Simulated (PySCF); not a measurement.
C3H8O2Si.
SMILES: `C[SiH2]OC(C)=O`

Method used: TDDFT CAM-B3LYP/def2-SVPD, vertical, gas phase, core orbitals frozen in the response in PySCF. One conformer (not necessarily the lowest) at the PBE0-D3(BJ)/def2-SVP geometry, without solvent, vibrations or thermal averaging. Torsions of this conformer, `[CH3:1][SiH2:2][O:3][C:4]([CH3:5])=[O:6]`: C1–Si2–O3–C4 65°, Si2–O3–C4–C5 179°.

```csv
state,E (eV),ν̃ (cm⁻¹),f,"main configurations (H = HOMO, L = LUMO)"
S1,5.85,47220,0.0007,"H→L (66%), H→L+2 (22%)"
S2,7.82,63090,0.021,H→L+1 (78%)
S3,8.04,64880,0.101,H-1→L (72%)
S4,8.22,66320,0.0035,"H-2→L (39%), H-4→L (26%), H-4→L+2 (8%)"
S5,8.33,67190,0.010,"H-1→L+1 (35%), H-1→L+2 (27%), H-1→L+4 (12%)"
S6,8.50,68540,0.0002,"H-2→L+2 (24%), H→L+2 (22%), H-2→L+1 (13%)"
S7,8.59,69290,0.017,"H→L+2 (28%), H-2→L+2 (16%), H-2→L+1 (14%)"
S8,8.75,70540,0.043,"H-1→L+2 (36%), H-1→L+1 (22%), H-1→L (9%)"
S9,8.95,72210,0.037,"H-2→L (37%), H-2→L+1 (19%), H-4→L (10%)"
S10,9.11,73490,0.021,"H→L+3 (35%), H→L+4 (29%)"
```

Triplets (Tamm–Dancoff): T1 5.35 eV, H→L (64%), H→L+2 (23%); T2 6.22 eV, H-3→L (30%), H-1→L (29%), H-3→L+2 (12%); T3 7.69 eV, H→L+1 (83%); T4 7.86 eV, H-2→L (35%), H-4→L (25%), H-4→L+2 (10%).

The lowest singlet lies at 5.85 eV (212 nm, ultraviolet) and is very weak; its leading configuration is HOMO→LUMO (66%). The most intense listed level is S3 at 8.04 eV (154 nm, f = 0.101), 2.19 eV above S1. Löwdin shares by element: HOMO oxygen 78%, carbon 16% or more; LUMO oxygen 28%, carbon 24% or more, silicon 13% (atoms not listed hold the other 35%). Orbital energies (eV): HOMO-3 -11.26, HOMO-2 -10.73, HOMO-1 -10.34, HOMO -9.66, LUMO 1.03, LUMO+1 1.21, LUMO+2 1.51. Weighted by f, the mean energy of these states is 8.41 eV. The oscillator strengths of these states sum to 0.255; summed over the whole spectrum of an exact calculation they would give the number of electrons, 56 (Thomas–Reiche–Kuhn). All these states lie below the vertical ionisation energy of 10.54 eV (ΔSCF). Only the lowest 10 singlets were computed, as vertical energies without vibronic structure.
